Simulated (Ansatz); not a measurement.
Job for Ansatz (a program for electronic structure): R-RI-MP2/cc-pV(Q+d)Z on O3Si3 (SMILES [o+]1[si-][o+][si-][o+][si-]1). The basis file is the Basis Set Exchange's JSON of that set.

Ansatz 0.2 input:
```yaml
crystal:
  periodic: [false, false, false]
  atoms:
    - {symbol: Si, position_ang: [1.80317377, 0.00000000, -0.00000000]}
    - {symbol: O, position_ang: [0.75001601, 1.29906570, -0.00000000]}
    - {symbol: Si, position_ang: [-0.90158713, 1.56159957, 0.00000000]}
    - {symbol: O, position_ang: [-1.50003153, -0.00000000, -0.00000000]}
    - {symbol: Si, position_ang: [-0.90158713, -1.56159957, -0.00000000]}
    - {symbol: O, position_ang: [0.75001601, -1.29906570, 0.00000000]}
basis:
  gaussian:
    orbitals: cc-pV_Q+d_Z.json
    fitting: {mean_field: def2-universal-JKFIT, correlation: cc-pVQZ-RIFIT.json}
magnetization: {spin_polarized: false}
correlation: {method: mp2, electrons: outside_noble_gas}
scf: {lower_state_search: off}
```

It printed:

```
WARN ansatz: RAYON_NUM_THREADS=4 ignored (pool sized by the plan → 4); use --threads N
Functional definition: HF
these checks for a lower state are left out or cut short: stability, starts, cluster_reference, orbital_swaps, neighbouring_geometries, increment
integrals: 0.62 GiB planned
615 factors; integrals over basis functions are off by at most 1.2e0 eV
mean field: 1.01 GiB planned
mean field evaluation 1: about -29700.8865 eV, gradient 6.4e1 eV
mean field evaluation 2: about -29704.7011 eV, gradient 4.9e1 eV
mean field evaluation 4: about -29708.4657 eV, gradient 7.2e-1 eV
mean field evaluation 8: about -29708.4687 eV, gradient 1.7e-6 eV
mean field -29708.46872394 eV, -1091.7660884815 hartree, gradient 1.7e-6 eV, S^2 0.000000; 0 other end points of the search recorded, 0 dependent functions left out
18 core orbitals not correlated
870 factors; their error is unknown
reference -29708.46872394 eV, -1091.7660884815 hartree; 15, 15 occupied and 324, 324 virtual orbitals, 870 factors
second order -28.58814675 eV of doubles, -0.00000000 eV of singles
Total energy: -29737.05687070 eV, -1092.8166834970 hartree
Checks for a lower state left out: stability, starts, cluster_reference, orbital_swaps, neighbouring_geometries, increment
```

Self-consistency was reached.

Cost: around 12 core-seconds (rough).
